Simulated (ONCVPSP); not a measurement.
Ranking ONCV potentials for hydrogen

All share these settings but for the change named:

- Element: hydrogen (H)
- Generator: ONCVPSP 4.0.1
- Type: optimised norm-conserving Vanderbilt (ONCV)
- Functional: PBE
- Relativity: scalar-relativistic
- Frozen core: none
- Valence charge: 1
- Reference configuration: 1s0.75 (charge +0.25)
- Partial waves: 1s: rc 1.05 bohr, ncon 5, nbas 8, qcut 5.9 1/bohr, 1 projector
- Local potential: polynomial inside 0.95 bohr (lpopt 3, dvloc0 1 Ha)
- Core correction: none

Test errors are all-electron minus pseudo excitation energies from the reference, over 1s1; 1s0.5. None of these files shows a bound ghost.

The base gives 0.3 meV.

Of 4 variants that were run, those that failed, showed a ghost or another fault, or gave nearly equal values are left out.

Q: Rank these variants by their largest absolute test error, smallest first.
A. s: nproj 2
B. s: qcut 7.2
C. s: nbas 10

A: B (0.2 meV), A (0.3 meV), C (0.4 meV).
